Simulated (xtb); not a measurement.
C2H5Si (SMILES [CH2][Si]C), doublet, at a GFN2-xTB geometry; GFN1-xTB in xtb 6.7.1.

Here is a job for xtb.
```
$ xtb mol.xyz --gfn 1 --chrg 0 --uhf 1 --json

# file mol.xyz
8

C      1.61953144     0.05803377    -0.23682467
Si     0.02757061    -0.31501688     0.47248309
C     -1.50296767     0.33793466    -0.46954040
H      2.49596000    -0.47529916     0.10355807
H      1.84054048     1.09295016    -0.47418082
H     -1.25694284     1.27314064    -0.96834207
H     -1.81688614    -0.37491229    -1.22837557
H     -2.34804259     0.51854633     0.19076750
```

Output, abridged:

```
   ID    Z sym.   atoms
    1    6 C      1, 3
    2   14 Si     2
    3    1 H      4-8

           -------------------------------------------------
          |                Calculation Setup                |
           -------------------------------------------------

           -------------------------------------------------
          |                 G F N 1 - x T B                 |
           -------------------------------------------------

          ...................................................
          :                      SETUP                      :
          :.................................................:
          :  # basis functions                  28          :
          :  # atomic orbitals                  27          :
          :  # shells                           17          :
          :  # electrons                        17          :
          :  # halogen bonds                     0          :
          :  max. iterations                   250          :
          :  Hamiltonian                  GFN1-xTB          :
          :  restarted?                      false          :
          :  GBSA solvation                  false          :
          :  PC potential                    false          :
          :  electronic temp.          300.0000000     K    :
          :  accuracy                    1.0000000          :
          :  -> integral cutoff          0.2500000E+02      :
          :  -> integral neglect         0.1000000E-07      :
          :  -> SCF convergence          0.1000000E-05 Eh   :
          :  -> wf. convergence          0.2000000E-04 e    :
          :  Broyden damping             0.4000000          :
          :  net charge                          0          :
          :  unpaired electrons                  1          :
          ...................................................

 iter      E             dE          RMSdq      gap      omega  full diag
   1     -8.7424306 -0.874243E+01  0.795E+00    2.39       0.0  T
   2     -8.7478482 -0.541766E-02  0.469E+00    2.39       1.0  T
   3     -8.7463035  0.154473E-02  0.752E-01    2.44       1.0  T
   4     -8.7482672 -0.196368E-02  0.173E-01    2.38       1.0  T
   5     -8.7483888 -0.121586E-03  0.526E-02    2.39       1.0  T
   6     -8.7483924 -0.361722E-05  0.165E-02    2.39       2.1  T
   7     -8.7483929 -0.538904E-06  0.887E-04    2.39      39.9  T
   8     -8.7483929 -0.136324E-08  0.692E-05    2.39     511.0  T
   9     -8.7483929 -0.696687E-11  0.816E-06    2.39    4330.2  T

   *** convergence criteria satisfied after 9 iterations ***

         :::::::::::::::::::::::::::::::::::::::::::::::::::::
         ::                     SUMMARY                     ::
         :::::::::::::::::::::::::::::::::::::::::::::::::::::
         :: total energy              -8.629768210825 Eh    ::
         :: gradient norm              0.022389870466 Eh/a0 ::
         :: HOMO-LUMO gap              2.389071545876 eV    ::
         ::.................................................::
         :: SCC energy                -8.748392924846 Eh    ::
         :: -> electrostatic           0.005254999324 Eh    ::
         :: repulsion energy           0.120722429040 Eh    ::
         :: dispersion energy         -0.002097715019 Eh    ::
         :: halogen bond corr.         0.000000000000 Eh    ::
         :: add. restraining           0.000000000000 Eh    ::
         :: total charge              -0.000000000000 e     ::
         :::::::::::::::::::::::::::::::::::::::::::::::::::::

           -------------------------------------------------
          |                Property Printout                |
           -------------------------------------------------

    * Orbital Energies and Occupations

         #    Occupation            Energy/Eh            Energy/eV
      -------------------------------------------------------------
         1        2.0000           -0.6200378             -16.8721
         2        2.0000           -0.5817020             -15.8289
         3        2.0000           -0.5280743             -14.3696
         4        2.0000           -0.5100769             -13.8799
         5        2.0000           -0.5096134             -13.8673
         6        2.0000           -0.4828565             -13.1392
         7        2.0000           -0.4296959             -11.6926
         8        2.0000           -0.3706497             -10.0859
         9        1.0000           -0.3304027              -8.9907 (HOMO)
        10                         -0.2426060              -6.6016 (LUMO)
        11                         -0.1601504              -4.3579
        12                         -0.1361483              -3.7048
        13                         -0.0852246              -2.3191
        14                         -0.0819569              -2.2302
        15                         -0.0705923              -1.9209
        16                         -0.0563537              -1.5335
        17                         -0.0189183              -0.5148
        18                         -0.0063515              -0.1728
        19                          0.0390257               1.0619
        20                          0.0616446               1.6774
       ...                                ...                  ...
        27                          0.9605773              26.1386
      -------------------------------------------------------------
                  HL-Gap            0.0877968 Eh            2.3891 eV
             Fermi-level           -0.3185153 Eh           -8.6672 eV

  Mulliken/CM5 charges         n(s)   n(p)   n(d)
     1C    -0.28772 -0.34049   1.070  3.218  0.000
     2Si    0.23696  0.12760   1.593  1.686  0.484
     3C    -0.17536 -0.28712   1.018  3.157  0.000
     4H     0.03982  0.09515   0.960  0.000  0.000
     5H     0.04843  0.10374   0.952  0.000  0.000
     6H     0.05245  0.10717   0.948  0.000  0.000
     7H     0.04806  0.10254   0.952  0.000  0.000
     8H     0.03736  0.09141   0.963  0.000  0.000

Wiberg/Mayer (AO) data.
largest (>0.10) Wiberg bond orders for each atom

 ---------------------------------------------------------------------------
     #   Z sym  total        # sym  WBO       # sym  WBO       # sym  WBO
 ---------------------------------------------------------------------------
     1   6 C    3.769 --     2 Si   1.823     4 H    0.935     5 H    0.921
     2  14 Si   3.162 --     1 C    1.823     3 C    1.042
     3   6 C    3.953 --     2 Si   1.042     8 H    0.949     7 H    0.939
                             6 H    0.939
     4   1 H    1.007 --     1 C    0.935
     5   1 H    1.000 --     1 C    0.921
     6   1 H    1.000 --     3 C    0.939
     7   1 H    1.006 --     3 C    0.939
     8   1 H    1.012 --     3 C    0.949
 ---------------------------------------------------------------------------

Topologies differ in total number of bonds
Writing topology from bond orders to xtbtopo.mol

 dipole moment from electron density (au)
     X       Y       Z
  -0.9575   0.0134   0.4267  total (Debye):    2.665

           -------------------------------------------------
          | TOTAL ENERGY               -8.629768210825 Eh   |
          | GRADIENT NORM               0.022389870466 Eh/α |
          | HOMO-LUMO GAP               2.389071545876 eV   |
           -------------------------------------------------

normal termination of xtb
```
